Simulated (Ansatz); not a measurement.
Basis sets compared for Zn₈S₇Cl₂. Charge 0, multiplicity 1. Geometry r2SCAN-D4/def2-SVP. Ansatz on 2 threads of AMD EPYC 7R13 on a shared host and a share (18 GiB) of an NVIDIA H100 80GB HBM3; times are rough, and most runs start from earlier orbitals.

```xyz
17

S     1.136    3.803    0.111
Zn   -0.641    2.762   -0.632
Zn    1.922    1.783   -0.280
S     0.602    0.069    0.787
S    -1.335    1.321   -2.289
Zn   -1.539   -0.037   -0.420
Zn   -0.794    0.867    2.429
S    -1.656   -0.300    4.104
S    -2.130   -2.206    0.272
Zn   -1.982   -1.556    2.385
S     2.897    0.495   -1.951
Zn    0.660    0.231   -2.425
Zn    2.635   -1.489   -0.877
S     2.237   -3.285    0.267
Zn    0.189   -2.456    0.026
Cl   -2.367    2.006    1.002
Cl    0.168   -2.006   -2.509
```

The 6-31G sets use Cartesian d functions. Single mean-field runs in def2-SVP, def2-TZVP are fitted with def2-universal-jkfit.

Binding counts from free atoms (S triplet, Zn singlet, Cl doublet) in the same basis, without a counterpoise term.

```csv
level,functions,energy (Eh),HOMO (eV),LUMO (eV),binding per atom (eV),wall time
HF/6-31G,349,-17922.0480,-9.61,-0.17,1.60,8.5 s
PBE-D4/def2-SVP,410,-17936.7766,-5.41,-3.00,2.79,6 s
PBE0-D4/def2-SVP,410,-17937.3147,-6.58,-2.28,2.76,6.5 s
```

Problem. Estimate the rows for HF/def2-TZVP, PBE-D4/def2-TZVP (with forces), PBE0-D4/def2-TZVP.

Solution. 
| level | functions | energy (Eh) | HOMO (eV) | LUMO (eV) | binding per atom (eV) | wall time |
| --- | --- | --- | --- | --- | --- | --- |
| HF/def2-TZVP | 717 | -17924.9624 | -9.21 | 0.28 | 1.66 | 15 s |
| PBE-D4/def2-TZVP (with forces) | 717 | -17940.1508 | -5.68 | -3.26 | 2.60 | 10 s |
| PBE0-D4/def2-TZVP | 717 | -17940.5995 | -6.77 | -2.49 | 2.62 | 15 s |
